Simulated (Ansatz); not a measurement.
Li(OH) (HLiO), SMILES [Li][OH].

Geometry: B3LYP-D3(BJ)/def2-TZVPD. The isomer is the one that the SMILES or the coordinates give; other isomers of the formula were not compared.

Two levels are set side by side: PBE/def2-TZVPD (Ansatz, a program for electronic structure) and PBE0/def2-TZVPD (Ansatz). Energy differences of separate SCF runs at the same geometry; the states with an electron removed or added have multiplicity 2 and 2. Differences are taken from unrounded values.

| quantity | PBE0 |
|---|---|
| vertical ionisation energy (eV) | 9.12 |
| vertical singlet–triplet gap (eV) | 4.49 |

Task: What does PBE give, and how far is it from PBE0? (Estimate from the structure and the level; the computed values follow.)

Result: 
```csv
quantity,PBE,PBE minus PBE0
vertical ionisation energy (eV),9.42,0.30
vertical singlet–triplet gap (eV),4.72,0.23
```
